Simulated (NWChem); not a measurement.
**Atomisation of C$_{3}$H$_{7}$O**

```
C
O 1 1.4102
C 2 1.4048 1 114.27
H 3 1.1000 2 107.60 1 -179.51
H 3 1.1077 4 108.55 2 122.06
H 3 1.1099 4 108.45 5 116.80
H 1 1.1109 2 105.22 3 167.14
H 1 1.1130 7 105.69 2 117.45
C 1 1.4904 7 110.07 8 119.04
H 9 1.0933 1 120.69 7 -80.86
H 9 1.0939 10 118.70 1 -167.01
```
Charge 0, spin multiplicity 2.

The numbers come from NWChem runs, not from measurements. The geometry was optimised at UB3LYP/def2-SVP, a minimum by its harmonic frequencies. It is one conformer; others weren't searched.

Basis set: def2-TZVP. The atomisation energy is electronic alone: no zero-point, thermal, spin-orbit or counterpoise terms. No value is extrapolated to the basis-set limit. Free atoms are single determinants with multiplicities C 3, O 3, H 2. Correlated methods freeze the same cores in atoms and molecule, 4 orbitals in all.

The cost column gives rough processor time relative to LDA (SVWN5); each entry includes its own SCF. Costs are the molecule's.

B3LYP has NWChem's definition, with VWN1-RPA local correlation. GW and range-separated runs recompute their integrals, the others keep them in memory, which bears on the times. The structure started from a generated list of species. The stability of the SCF solutions was not checked. Open-shell Hartree-Fock references start from PBE0 orbitals; any time given for them includes that run.

| method | atomisation energy (kcal/mol) | relative cost |
|---|---|---|
| CAM-B3LYP | 987.8 | 6 |
| B3LYP | 980.4 | under 3 |
| BHandHLYP | … | under 3 |
| MP2 | 958.5 | 5 |
| PBE0 | 987.1 | under 3 |
| HF | 725.2 | 4 |
| PBE | 1003.5 | under 3 |
| BP86 | 1014.3 | under 3 |
| LDA (SVWN5) | … | 1 |

**Question.** Fill in the missing entries.

**Answer.** 
- BHandHLYP, atomisation energy (kcal/mol): 954.1
- LDA (SVWN5), atomisation energy (kcal/mol): 1129.0
